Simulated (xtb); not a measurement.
B(H)(Br)(OH) (BBrH₂O), SMILES OBBr. All values are semi-empirical tight-binding results from xtb (GFN2-xTB unless named), good for trends rather than for accurate numbers. Geometry optimised at GFN2-xTB. The values are those of a single conformer.

```json
{
  "point_group_as_xtb_finds_it": "Cs",
  "orbital_gap": "5.01 eV",
  "zero_point_energy": "17.0 kcal/mol",
  "G − E(el) at 298.15 K (modified RRHO)": "0.2 kcal/mol",
  "static polarisability (D4 model)": "40.2 bohr³",
  "solvation energy, GFN2-xTB/ALPB(water)": "-5.1 kcal/mol",
  "solvation energy, GFN2-xTB/ALPB(chcl3)": "-4.4 kcal/mol"
}
```
